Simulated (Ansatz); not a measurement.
One change: `N[Si@H](Cl)O[Si@@H](N)O` becomes `N[SiH](O)Cl`.

Ansatz, PBE0-D4/def2-TZVP geometries, multiplicity 1. Each molecule was computed in one conformer, which needn't be the lowest.

```
                             property  `N[Si@H](Cl)O[Si@@H](N)O`
  LUMO energy (B3LYP/def2-TZVPP) / eV                       0.52
  HOMO energy (B3LYP/def2-TZVPP) / eV                      -7.39
HOMO–LUMO gap (B3LYP/def2-TZVPP) / eV                       7.91
   LUMO energy (PBE0/def2-TZVPP) / eV                       0.86
    LUMO energy (PBE/def2-TZVPP) / eV                       0.03
  HOMO–LUMO gap (PBE/def2-TZVPP) / eV                       6.20
```

(1) Give the same properties after the change, and the shifts. (Best estimate.)

Results:

(1) The calculation gave: 
| property | `N[SiH](O)Cl` | shift |
| --- | --- | --- |
| LUMO energy (B3LYP/def2-TZVPP) / eV | 0.37 | -0.15 |
| HOMO energy (B3LYP/def2-TZVPP) / eV | -7.73 | -0.34 |
| HOMO–LUMO gap (B3LYP/def2-TZVPP) / eV | 8.09 | 0.18 |
| LUMO energy (PBE0/def2-TZVPP) / eV | 0.73 | -0.13 |
| LUMO energy (PBE/def2-TZVPP) / eV | -0.13 | -0.16 |
| HOMO–LUMO gap (PBE/def2-TZVPP) / eV | 6.37 | 0.17 |

With PBE0 the HOMO falls by 0.34 eV and the LUMO falls by 0.13 eV, so the gap widens by about 0.21 eV. PBE moves the HOMO by -0.33 eV and ωB97M-V by -0.32 eV.

B3LYP here is the variant with VWN-RPA as its local correlation; programs differ in this.
